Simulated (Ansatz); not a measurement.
C2H8BN (`CB(C)N`) at its PBE0-D4/def2-TZVP geometry, where that method's forces vanish. The species carries charge 0 and has multiplicity 1.

| atom | x (Å) | y (Å) | z (Å) |
| --- | --- | --- | --- |
| C1 | -0.080 | 0.986 | 1.118 |
| B2 | -0.167 | -0.080 | -0.041 |
| C3 | 1.117 | -0.489 | -0.862 |
| N4 | -1.398 | -0.671 | -0.345 |
| H5 | -1.033 | 1.187 | 1.615 |
| H6 | 0.634 | 0.665 | 1.885 |
| H7 | 0.304 | 1.939 | 0.738 |
| H8 | 1.893 | -0.881 | -0.195 |
| H9 | 0.934 | -1.239 | -1.636 |
| H10 | 1.559 | 0.389 | -1.346 |
| H11 | -2.249 | -0.450 | 0.143 |
| H12 | -1.514 | -1.356 | -1.072 |

**Question.** For each bond, give half the difference of the two atoms' forces along it (eV/Å; positive pushes the atoms apart) under PBE-D4, r2SCAN-D4, B3LYP-D4, ωB97M-V in def2-TZVPP. (Estimate.)

**Answer.** Ansatz gave: 
```csv
bond,length (Å),PBE-D4,r2SCAN-D4,B3LYP-D4,ωB97M-V
C1–B2,1.578,-0.11,-0.03,0.04,0.05
C1–H5,1.094,0.12,-0.01,-0.03,-0.06
C1–H6,1.095,0.13,0.00,-0.04,-0.06
C1–H7,1.095,0.13,-0.01,-0.04,-0.06
B2–C3,1.578,-0.11,-0.03,0.04,0.05
B2–N4,1.398,0.07,0.12,0.05,0.11
C3–H8,1.095,0.13,0.00,-0.04,-0.06
C3–H9,1.094,0.12,-0.01,-0.03,-0.06
C3–H10,1.095,0.13,-0.01,-0.04,-0.07
N4–H11,1.006,0.20,-0.02,-0.02,-0.06
N4–H12,1.006,0.20,-0.02,-0.02,-0.06
```

B3LYP here is the variant with VWN-RPA as its local correlation; programs differ in this.
